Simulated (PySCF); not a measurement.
Stepwise substitution at one centre (Ge OCH3-I). All species are isolated molecules in the gas phase. One relaxed conformer stands for each flexible species; it need not be the lowest. Strings in code marks are SMILES.

All values below come from M06-2X/def2-TZVP // PBE0-D3(BJ)/def2-SVP (PySCF). All candidates: neutral, multiplicity 1. Excitations are Tamm–Dancoff values on a coarser integration grid. The basis has no diffuse functions, so Rydberg states are missing or too high.

* **HOMO–LUMO gap**: 7.78 eV
* **S1 excitation (TDA)**: 4.90 eV
* **T1 excitation (TDA)**: 4.45 eV

### Question
Which member has these values?
A) `C[O][Ge]([I])([I])[I]` (C–O–Ge–I torsion 180°)
B) `C[O][Ge]([I])([I])[O]C` (C–O–Ge–I torsion -63°, I–Ge–O–C torsion -178°)
C) `C[O][Ge]([O]C)([O]C)[O]C`
D) `C[O][Ge]([I])([O]C)[O]C`

### Answer
B, `C[O][Ge]([I])([I])[O]C` (C–O–Ge–I torsion -63°, I–Ge–O–C torsion -178°). The others give `C[O][Ge]([I])([I])[I]` (C–O–Ge–I torsion 180°): 6.93 eV, 4.22 eV, 3.90 eV; `C[O][Ge]([I])([O]C)[O]C`: 9.12 eV, 5.85 eV, 5.42 eV; `C[O][Ge]([O]C)([O]C)[O]C`: 10.86 eV, 7.54 eV, 7.04 eV
